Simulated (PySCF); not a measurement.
Compound: C₈H₈.
Structure used (PBE0-D3(BJ)/def2-SVP), in Å, numbered top down from 1:
```xyz
16
C8H8 angstrom
C     -1.0572    2.5331   -0.2927
C     -0.6493    1.4535    0.0736
C     -0.1172    0.1684    0.5135
C     -1.1910   -0.7987    0.7376
C     -2.0618   -1.6175    0.9299
C      1.0463   -0.4436   -0.3406
C      1.7697   -0.8229    0.9601
C      0.8977    0.1966    1.7080
H     -1.4295    3.4868   -0.6175
H     -2.8469   -2.3315    1.0956
H      1.5619    0.3582   -0.8875
H      0.7607   -1.2393   -1.0419
H      1.5420   -1.8544    1.2659
H      2.8586   -0.6781    0.9938
H      0.4897   -0.0727    2.6916
H      1.3692    1.1875    1.7667
```

Linear response at CAM-B3LYP/def2-SVPD (PySCF, frozen core in the response, non-relativistic).

Static isotropic polarisability: 88.02 au (13.04 Å³), principal values 70.1, 91.6, 102.3 au.

(1) What is the polarisability at 1064 nm and at the sodium D line?

(2) What is the isotropic C6 coefficient between two such molecules, C6 = (3/π)∫α(iω)² dω?

(3) Which effective excitation energy ω̄ makes London's formula C6 = (3/4)α²ω̄ exact here?

(4) What n − 1 at the D line would an ideal gas of it have at 273.15 K and 1 atm (2.6868 × 10¹⁹ cm⁻³), by n − 1 = 2π·N·α′?

(5) What molar refraction at the D line follows from R = (4π/3)·N_A·α′, with α′ the polarisability volume?

(6) The lowest 6 singlets have (eV, f): 6.32, 0.001; 6.41, 0.000; 6.62, 0.005; 6.67, 0.001; 6.68, 0.017; 6.74, 0.002. What share of the static polarisability do they carry in the sum over states α = Σ f/ω²?

(7) How many electrons N does the Slater–Kirkwood formula C6 = (3/4)·√N·α^(3/2) need to give this C6?

(8) What three-body coefficient follows from the one-pole estimate C9 = (3/4)·α·C6?

Results:

(1) 88.80 au at 1064 nm (+0.9 %), 90.64 au at 589.3 nm (+3.0 %). The rise at 589.3 nm is 3.36 times that at 1064 nm; a pure ω² law gives 3.26. The lowest singlet lies at 196 nm, shorter than both wavelengths.

(2) 3072 au (Eh·bohr⁶) by a ten-point quadrature over imaginary frequencies, which is 1840 eV·Å⁶ or 177 J·nm⁶/mol.

(3) ω̄ = 4·C6/(3α²) = 0.529 Eh = 14.4 eV. A one-pole form α(ω) = α/(1 − ω²/ω̄²) fitted to the 1064 nm value gives 12.4 eV.

(4) 22.67 × 10⁻⁴, a formal value whether or not that pressure can be reached.

(5) α′ = 13.43 Å³ gives R = 33.88 cm³/mol, for isolated, non-vibrating species.

(6) 0.41 au, 0.5 % of α; the largest term, 0.29 au, is that of the state at 6.68 eV. Their oscillator strengths add up to 0.02. Higher states carry the rest.

(7) N = (4·C6/3)²/α³ = 24.6; the species has 56 electrons in all.

(8) 203000 au. This is an estimate from the two numbers above, not a computed integral.

One conformer stands for the species.
